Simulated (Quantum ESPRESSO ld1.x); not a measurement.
The gadolinium ion Gd48+, configuration [Ne] 3s2 3p4. All-electron calculation, scalar-relativistic Kohn-Sham, LDA (Slater exchange, Perdew-Wang correlation), spin-polarised, spherical densities, point nucleus; open shells are filled with parallel spins first. Program: ld1.x of Quantum ESPRESSO 7.5.

Radial electron density D(r) = 4 pi r^2 rho(r):

```
   r/bohr * D(r) (the largest magnitude, 103, reaches the edge; | marks zero)
 0.001499 |   *
 0.001677 |    *
 0.001861 |     *
 0.002081 |      *
 0.002309 |       *
 0.002583 |         *
 0.002866 |          *
 0.003206 |            *
 0.003585 |              *
 0.003978 |                *
  0.00445 |                   *
 0.004938 |                     *
 0.005523 |                        *
 0.006128 |                           *
 0.006854 |                              *
 0.007606 |                                 *
 0.008507 |                                    *
 0.009439 |                                       *
  0.01056 |                                         *
  0.01172 |                                           *
   0.0131 |                                            *
  0.01466 |                                            *
  0.01626 |                                            *
  0.01819 |                                           *
  0.02018 |                                          *
  0.02258 |                                         *
  0.02505 |                                       *
  0.02802 |                                      *
  0.03109 |                                      *
  0.03477 |                                       *
  0.03859 |                                         *
  0.04316 |                                             *
  0.04827 |                                                *
  0.05356 |                                                    *
  0.05991 |                                                      *
  0.06648 |                                                      *
  0.07436 |                                                    *
  0.08251 |                                               *
  0.09228 |                                        *
   0.1024 |                                *
   0.1145 |                         *
   0.1271 |                    *
   0.1421 |                  *
   0.1577 |                  *
   0.1764 |                  *
   0.1973 |                   *
    0.219 |                  *
   0.2449 |               *
   0.2717 |           *
    0.304 |       *
   0.3373 |    *
   0.3772 | *
   0.4186 |*
   0.4682 *
   0.5195 *
   0.5811 *
   0.6448 *
   0.7212 *
```

D(r) has 3 maxima, at r = 0.0150, 0.0634, 0.194 bohr, and minima at 0.0299, 0.153 bohr, inside which lie 1.98, 10.53 electrons.
